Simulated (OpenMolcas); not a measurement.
## Ions of charge +3 along the 4f row on the Mg site of MgO

```
Program             : OpenMolcas
Method              : CASSCF
Spin-orbit coupling : state interaction with AMFI integrals over the reference wave functions
```

The f shell is active. Each dopant is a cluster with its nearest anions in model potentials and point charges, with no relaxation and no local charge compensation. Distances were set from a Shannon-type radius of the metal (high-spin where two are listed) plus a fixed donor radius (O 1.38 Å), in hosts weighted 0.65 to 0.35 with the host's distance in the model lattice. Ligand basis ANO-RCC-VDZP, DKH2 Hamiltonian. States (labels of O, the rotations of Oh). Energies in cm-1 above the lowest state or level, χT in cm3 K/mol; under a threefold ground state the first gap can be a small split of the lowest multiplet, not the spin-orbit step. Free-ion χT is g² J(J+1) / 8 for Hund's level.

| Ion | Shell | R (Å) | Metal basis | Ground state | First state of that spin | First gap with spin-orbit (degeneracies) | Width of lowest J | χT at 300 K | Free-ion χT |
| --- | --- | --- | --- | --- | --- | --- | --- | --- | --- |
| Tb3+ | 4f8 | 2.234 | ANO-RCC-VDZP | 7A2 | 7T2 733.1 | 58.7 (1, 3) | 801 | 11.117 | 11.812 |
| Dy3+ | 4f9 | 2.227 | ANO-RCC-VDZP | 6T1 | 6T2 535.2 | 62.6 (2, 4) | 787 | 13.483 | 14.167 |
| Ho3+ | 4f10 | 2.22 | ANO-RCC-VDZP | 5A2 | 5T2 159.1 | 18.6 (2, 3) | 497 | 13.492 | 14.062 |
| Er3+ | 4f11 | 2.212 | ANO-RCC-VDZP | 4A1 | 4T2 58.5 | 70.8 (4, 2) | 546 | 11.102 | 11.475 |
| Tm3+ | 4f12 | 2.206 | ANO-RCC-VDZP | 3T1 | 3E 201.7 | 111.6 (1, 3) | 743 | 6.730 | 7.146 |
| Yb3+ | 4f13 | 2.198 | ANO-RCC-VDZP | 2T1 | 2T2 733.9 | 445.8 (2, 4) | 965 | 2.058 | 2.571 |

χT departs most from the free-ion value for Tb3+, by -0.695 cm3 K/mol.

Without dynamic correlation the ligand-field splitting of an f shell can come out too small, at times by half. High states are left out of the spin-orbit mixing, which shifts the levels that they would mix with (holds for Tb3+; Dy3+; Ho3+; Er3+). No measured value stands beside these numbers; the geometry was set by hand and not optimised.
